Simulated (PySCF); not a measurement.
B3LYP has the VWN-RPA correlation part, as in Gaussian. 

Cartesian coordinates (Å):
```xyz
6

Ta     0.0195     0.0123     0.0037
Cl    -0.7577     1.5978    -1.4682
Cl     1.2355    -1.7771    -0.7731
Cl     1.9763     1.2446     0.3754
Cl    -0.5416     0.1391     2.2293
F     -1.5673    -0.9870    -0.2978
```
Charge 0, spin multiplicity 1.

**Question.** What is the computed charge on the central atom (Mulliken), LUMO and dipole moment (B3LYP-D3(BJ)/def2-TZVP // PBE-D3(BJ)/def2-SVP run with PySCF)?

**Answer.** 
```yaml
charge on the central atom (Mulliken): 1.30 e
LUMO: -3.71 eV
dipole_moment: 0.24 D
```
